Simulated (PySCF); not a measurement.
Cartesian coordinates (Å):
```xyz
9

Nb    -0.2241     0.2809    -0.0790
F      1.1409    -0.6724     0.8534
F     -1.3647    -0.1755    -1.4858
O      1.2047     0.6907    -1.2533
H      2.1281     0.4160    -1.3155
O     -1.3337    -0.6384     1.1714
H     -1.1169    -1.2919     1.8485
O     -0.5717     2.0240     0.5328
H     -1.2161     2.2141     1.2299
```
Charge 0, multiplicity 1.

### Question
What LUMO, total energy, dipole moment, charge on the central atom (Mulliken) and HOMO does TPSSh-D3(BJ)/def2-TZVP // r2SCAN-D4/def2-SVP in PySCF give?

### Answer

| Quantity | Value |
|---|---|
| LUMO | -2.32 eV |
| total energy | -484.6044 Ha |
| dipole moment | 1.98 D |
| charge on the central atom (Mulliken) | 1.95 e |
| HOMO | -8.49 eV |
